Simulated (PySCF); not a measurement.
FHSn, neutral, multiplicity 1. Atoms are numbered in the order given.

```xyz
3

Sn     0.0375     0.2891     0.0000
H     -1.7410     0.4391     0.0000
F     -0.0149    -1.6549     0.0000
```
Charge 0, spin multiplicity 1.

Geometry optimised at PBE0-D3(BJ)/def2-TZVP. The def2 effective core potentials stand for the cores of Sn; spin–orbit coupling is left out.

Vertical ionisation energy (IE) and electron affinity (EA) in eV. Rows of orbital energies are one-electron estimates. Where ΔSCF, EOM or ADC give a negative EA the extra electron is unbound and the value depends on the basis.

```json
[
 {"level": "−ε(HOMO), −ε(LUMO), ωB97X/def2-TZVPD (PySCF)", "IE": "___", "EA": "___"},
 {"level": "−ε(HOMO), −ε(LUMO), HF/def2-TZVPD (PySCF)", "IE": "9.42", "EA": "0.26"}
]
```

What belongs in the gaps? (An estimate is asked for; the answer gives what the named calculation found.)


- −ε(HOMO), −ε(LUMO), ωB97X/def2-TZVPD (PySCF), IE: 9.28
- −ε(HOMO), −ε(LUMO), ωB97X/def2-TZVPD (PySCF), EA: 1.06
